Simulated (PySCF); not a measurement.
trimethyl amine (C3H9N), singlet, geometry from GFN2-xTB; PBE0/STO-3G in PySCF.

PySCF was given this input:
```python
from pyscf import gto, scf, dft

mol = gto.Mole()
mol.atom = '''
    N    -0.002618    0.000139    0.374017
    C    -0.001522    1.379708   -0.063000
    C     1.196270   -0.688189   -0.053850
    C    -1.193436   -0.691589   -0.070576
    H     0.006020    1.479589   -1.160829
    H     0.879371    1.880142    0.336681
    H    -0.889343    1.877626    0.324302
    H     1.290874   -0.738616   -1.151014
    H     1.184940   -1.703467    0.340147
    H     2.067122   -0.170420    0.345754
    H    -1.272530   -0.742262   -1.168955
    H    -2.071266   -0.176308    0.316790
    H    -1.184734   -1.706838    0.323562
'''
mol.basis = 'sto-3g'
mol.charge = 0
mol.spin = 0
mol.verbose = 4
mol.build()

mf = dft.RKS(mol)
mf.xc = 'pbe0'
mf.kernel()
mo_i, mo_e, stable_i, stable_e = mf.stability(internal=True, external=True, return_status=True, nroots=6, tol=1e-6)
print('internally stable:', stable_i, ' externally stable:', stable_e)
if not stable_e:
    umf = mf.to_uhf() if not hasattr(mf, 'xc') else mf.to_uks()
    umf.scf_summary = {}
    umf.kernel(umf.make_rdm1(mo_e, umf.mo_occ))
```

Problem. Write the output that PySCF gives for this input, abridged.

Solution. 
```
PySCF version 2.14.0

[INPUT] verbose = 4
[INPUT] num. atoms = 13
[INPUT] num. electrons = 34
[INPUT] charge = 0
[INPUT] spin (= nelec alpha-beta = 2S) = 0
[INPUT] symmetry False subgroup None
[INPUT] Mole.unit = angstrom
[INPUT] Symbol           X                Y                Z      unit          X                Y                Z       unit  Magmom
[INPUT]  1 N     -0.002618000000   0.000139000000   0.374017000000 AA   -0.004947302994   0.000262671931   0.706789695931 Bohr   0.0
[INPUT]  2 C     -0.001522000000   1.379708000000  -0.063000000000 AA   -0.002876163162   2.607270251871  -0.119052745848 Bohr   0.0
[INPUT]  3 C      1.196270000000  -0.688189000000  -0.053850000000 AA    2.260622671033  -1.300488731938  -0.101761751808 Bohr   0.0
[INPUT]  4 C     -1.193436000000  -0.691589000000  -0.070576000000 AA   -2.255267187196  -1.306913800762  -0.133369310967 Bohr   0.0
[INPUT]  5 H      0.006020000000   1.479589000000  -1.160829000000 AA    0.011376151270   2.796017986919  -2.193648887453 Bohr   0.0
[INPUT]  6 H      0.879371000000   1.880142000000   0.336681000000 AA    1.661770351885   3.552953455292   0.636234881345 Bohr   0.0
[INPUT]  7 H     -0.889343000000   1.877626000000   0.324302000000 AA   -1.680614700799   3.548198904363   0.612841961649 Bohr   0.0
[INPUT]  8 H      1.290874000000  -0.738616000000  -1.151014000000 AA    2.439398321322  -1.395781951222  -2.175101225540 Bohr   0.0
[INPUT]  9 H      1.184940000000  -1.703467000000   0.340147000000 AA    2.239212074042  -3.219086092234   0.642784672092 Bohr   0.0
[INPUT] 10 H      2.067122000000  -0.170420000000   0.345754000000 AA    3.906294446063  -0.322047126148   0.653380366473 Bohr   0.0
[INPUT] 11 H     -1.272530000000  -0.742262000000  -1.168955000000 AA   -2.404733185293  -1.402671892672  -2.209004801941 Bohr   0.0
[INPUT] 12 H     -2.071266000000  -0.176308000000   0.316790000000 AA   -3.914125471123  -0.333173833570   0.598646339001 Bohr   0.0
[INPUT] 13 H     -1.184734000000  -1.706838000000   0.323562000000 AA   -2.238822790460  -3.225456359000   0.611443564317 Bohr   0.0

nuclear repulsion = 139.207646230168
number of shells = 21
number of NR pGTOs = 87
number of NR cGTOs = 29
basis = sto-3g
ecp = {}

******** <class 'pyscf.dft.rks.RKS'> ********
method = RKS
initial guess = minao
damping factor = 0
level_shift factor = 0
DIIS = <class 'pyscf.scf.diis.CDIIS'>
diis_start_cycle = 1
diis_space = 8
diis_damp = 0
SCF conv_tol = 1e-09
SCF conv_tol_grad = None
SCF max_cycles = 50
direct_scf = True
direct_scf_tol = 1e-13
XC library pyscf.dft.libxc version 7.1.2
    S. Lehtola, C. Steigemann, M. J. T. Oliveira, and M. A. L. Marques,  SoftwareX 7, 1–5 (2018)
XC functionals = pbe0
    C. Adamo and V. Barone,  J. Chem. Phys. 110, 6158 (1999)
    M. Ernzerhof and G. E. Scuseria,  J. Chem. Phys. 110, 5029 (1999)
radial grids:
    Treutler-Ahlrichs [JCP 102, 346 (1995); DOI:10.1063/1.469408] (M4) radial grids

becke partition: Becke, JCP 88, 2547 (1988); DOI:10.1063/1.454033
pruning grids: <function nwchem_prune>
grids dens level: 3
symmetrized grids: False
atomic radii adjust function: <function treutler_atomic_radii_adjust>
small_rho_cutoff = 0
Set gradient conv threshold to 3.16228e-05
Initial guess from minao.
tot grids = 144528
init E= -172.391743805866
cycle= 1 E= -172.124863714432  delta_E= 0.267  |g|= 0.214  |ddm|= 4.16
cycle= 2 E= -172.130946765503  delta_E= -0.00608  |g|= 0.178  |ddm|= 0.57
cycle= 3 E= -172.140423894069  delta_E= -0.00948  |g|= 0.012  |ddm|= 0.254
cycle= 4 E= -172.140457935648  delta_E= -3.4e-05  |g|= 0.00542  |ddm|= 0.02
cycle= 5 E= -172.140466780644  delta_E= -8.84e-06  |g|= 0.000265  |ddm|= 0.00735
cycle= 6 E= -172.140466808464  delta_E= -2.78e-08  |g|= 2.46e-05  |ddm|= 0.00059
cycle= 7 E= -172.140466808725  delta_E= -2.61e-10  |g|= 3.94e-06  |ddm|= 6e-05
Extra cycle  E= -172.14046680873  delta_E= -5.23e-12  |g|= 2.11e-06  |ddm|= 1.07e-05
converged SCF energy = -172.14046680873
rhf_internal: lowest eigs of H = [1.84867124 1.86194447 1.86194559 2.1842455  2.18424802 2.21626475]
<class 'pyscf.dft.rks.RKS'> wavefunction is stable in the internal stability analysis
rhf_real2complex: lowest eigs of H = [0.40700551 0.43707585 0.43707633 0.5207559  0.52075643 0.53859732]
<class 'pyscf.dft.rks.RKS'> wavefunction is stable in the real -> complex stability analysis
rhf_external: lowest eigs of H = [0.35643299 0.39403656 0.39403659 0.46327911 0.46327944 0.46614186]
<class 'pyscf.dft.rks.RKS'> wavefunction is stable in the RHF/RKS -> UHF/UKS stability analysis
internally stable: True  externally stable: True
```
